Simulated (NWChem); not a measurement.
Molecule: C6H7, doublet; SMILES [CH]1C=CC=CC1

```xyz
13

C     -1.2486     0.6288     0.0000
C     -1.2262    -0.7379     0.0000
C     -0.0045    -1.4569     0.0000
C      1.2217    -0.7455     0.0000
C      1.2524     0.6211     0.0000
C      0.0045     1.4428     0.0000
H     -2.2044     1.1607     0.0000
H     -2.1702    -1.2903     0.0000
H     -0.0078    -2.5484     0.0000
H      2.1623    -1.3037     0.0000
H      2.2116     1.1471     0.0000
H      0.0066     2.1381     0.8684
H      0.0066     2.1381    -0.8684
```
Atoms are numbered in this order, from 1.

All runs: NWChem. Pople sets run with spherical d functions. Spin-unrestricted. In the optimisation the excess spin sits in a" (Cs, its own frame). Structure relaxed at the PBE0/def2-SVP, spin-unrestricted level. No stability test was run on the SCF state. Level: M05-2X/6-31G* with SMD (1 M gas to 1 M solution), gas-phase geometry. Reactions with the solvent are ignored.

**Question.** What does the run give for solvent cyclohexane? Quantities: solvation free energy (kcal/mol); cavity-dispersion-structure term (kcal/mol); dipole in solution (D).

**Answer.** 
```yaml
solvation free energy (kcal/mol): -5.1
cavity-dispersion-structure term (kcal/mol): -3.3
dipole in solution (D): 0.59
```
